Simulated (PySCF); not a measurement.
A structure optimised at PBE-D3(BJ)/def2-SVP, used in a PySCF frequency run:

```
Si
O 1 1.6858
H 2 0.9741 1 112.36
N 1 1.7445 2 109.05 3 -44.35
H 4 1.0227 1 118.86 2 149.50
H 4 1.0231 5 110.24 1 -144.32
H 1 1.5040 2 101.96 3 -167.49
C 1 1.8822 7 110.00 2 121.06
H 8 1.1086 1 110.38 7 -61.04
H 8 1.1096 9 107.98 1 122.12
H 8 1.1101 9 107.62 10 116.36
```

### Question
Write its SMILES and formula.

### Answer
C[Si@H](N)O, CH7NOSi

### Question
What are its rotational constants (standard atomic weights)?

### Answer
6.2118, 5.6184, 3.4533 GHz
